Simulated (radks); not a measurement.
The numbers below are computed, except where a source is named.
W64+, configuration [Ne] (the NIST ground configuration).

Level of theory: scalar-relativistic Kohn-Sham, SCAN, spin-polarised, spherical densities, finite nucleus; meta-GGA in the generalised Kohn-Sham scheme; Fermi nuclear charge, rms radius 5.3658 fm (a radial shooting solver on a logarithmic mesh with Libxc functionals).

Energy parts (eV):
| part | energy |
|---|---|
| total | -300930.87 |
| kinetic | 341622.41 |
| electron-nucleus | -660677.96 |
| Hartree | 21865.44 |
| exchange-correlation | -3740.77 |

Orbitals (lengths in bohr, moments of r in powers of bohr):
orbital	occ.	eigenvalue (eV)	<r>
1s	2	-75218.82	0.01833
2s	2	-17353.24	0.07630
2p	6	-15887.68	0.06805

The highest occupied level is 2p at -15887.7 eV. The electron density at the nucleus is 1.473e+06 e/bohr^3 (large components only).
